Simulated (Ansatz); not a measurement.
Ansatz (a first-principles code) input (CCSD(T)/cc-pVDZ):

Ansatz 0.2 input:
```yaml
crystal:
  periodic: [false, false, false]
  atoms:
    - {symbol: C, position_ang: [-1.84173602, 0.19127436, 0.26055161]}
    - {symbol: C, position_ang: [-0.57057875, -0.05573798, -0.20511754]}
    - {symbol: O, position_ang: [-0.15854349, -0.51511608, -1.28792514]}
    - {symbol: O, position_ang: [0.44048812, 0.29759670, 0.77448175]}
    - {symbol: C, position_ang: [1.75683890, 0.05941509, 0.35600919]}
    - {symbol: H, position_ang: [-2.68720820, -0.02857798, -0.37572306]}
    - {symbol: H, position_ang: [-2.00547624, 0.60004509, 1.24728526]}
    - {symbol: H, position_ang: [2.01880587, 0.62139861, -0.54858275]}
    - {symbol: H, position_ang: [2.40702618, 0.37679533, 1.17848113]}
    - {symbol: H, position_ang: [1.94415070, -0.99921474, 0.13742706]}
basis:
  gaussian:
    orbitals: cc-pVDZ
total_charge: -1
magnetization: {spin_polarized: false}
correlation: {method: ccsd_t, electrons: outside_noble_gas}
```

Output:

```
Functional definition: HF
integrals: 0.10 GiB planned
863 factors; integrals over basis functions are off by at most 1.1e-3 eV
mean field: 0.29 GiB planned
mean field evaluation 1: about -7240.6667 eV, gradient 3.8e1 eV
mean field evaluation 2: about -7240.8720 eV, gradient 3.8e1 eV
mean field evaluation 4: about -7244.1808 eV, gradient 4.3e0 eV
mean field evaluation 8: about -7244.2365 eV, gradient 2.7e-1 eV
mean field evaluation 16: about -7243.1618 eV, gradient 2.1e1 eV
mean field -7244.23677589 eV, -266.2207911939 hartree, gradient 1.5e-6 eV, S^2 0.000000; 0 other end points of the search recorded, 0 dependent functions left out
5 core orbitals not correlated
reference -7244.23677589 eV, -266.2207911939 hartree; 15, 15 occupied and 75, 75 virtual orbitals, 863 factors
second order -21.32777582 eV of doubles, -0.00000000 eV of singles
coupled cluster: 0.39 GiB planned
cycle   1  -21.55839878 eV  change   -2.3e-1 eV  update   1.2e-1
cycle   2  -22.12472910 eV  change   -5.7e-1 eV  update   3.5e-2
cycle   3  -22.28441210 eV  change   -1.6e-1 eV  update   1.9e-2
cycle   4  -22.27974336 eV  change    4.7e-3 eV  update   4.8e-3
cycle   5  -22.27587652 eV  change    3.9e-3 eV  update   2.1e-3
cycle   6  -22.27637921 eV  change   -5.0e-4 eV  update   5.9e-4
cycle   7  -22.27604011 eV  change    3.4e-4 eV  update   2.2e-4
cycle   8  -22.27589441 eV  change    1.5e-4 eV  update   7.4e-5
cycle   9  -22.27591803 eV  change   -2.4e-5 eV  update   3.2e-5
perturbative correction -0.70343298 eV, -0.0258506850 hartree
Total energy: -7267.21612689 eV, -267.0652667673 hartree
```

It need not be the lowest isomer of its formula. Whether it binds its extra electron was not tested at this geometry.
